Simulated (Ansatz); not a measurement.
`O[Si](F)([SiH3])I`, relaxed with RKS PBE-D4/def2-SVP in the Gaussian-basis code of Ansatz from a rough embedded geometry. The force threshold is 0.03 eV/Å; the program also tests the step.

Charge 0, multiplicity 1. I: def2 effective core potential.

Start:

```xyz
9

O     0.972    0.902   -1.438
Si    0.565    0.567    0.084
F     0.145    1.954    0.710
Si   -1.160   -0.934    0.239
I     2.570   -0.198    1.292
H     1.533    1.735   -1.593
H    -0.724   -2.276   -0.376
H    -1.526   -1.217    1.636
H    -2.375   -0.533   -0.553
```

(1) By how much does the energy fall, and how many steps does the optimiser take? (An estimate is asked.)

(2) Which bonds change most? (Estimate.)

(3) Give the relaxed structure. (An estimate is asked.)

Results:

(1) Computed: 6.09 kcal/mol, in 10 steps.

(2) The calculation gave: Si2–F3 from 1.579 to 1.640 Å; O1–Si2 from 1.611 to 1.662 Å; Si2–Si4 from 2.292 to 2.340 Å; O1–H6 from 1.016 to 0.975 Å.

(3) Ansatz gave: 
```xyz
9

O     0.875    0.955   -1.488
Si    0.536    0.627    0.106
F     0.074    2.001    0.872
Si   -1.164   -0.979    0.200
I     2.561   -0.152    1.298
H     1.660    1.504   -1.670
H    -0.664   -2.241   -0.443
H    -1.489   -1.234    1.644
H    -2.388   -0.482   -0.520
```
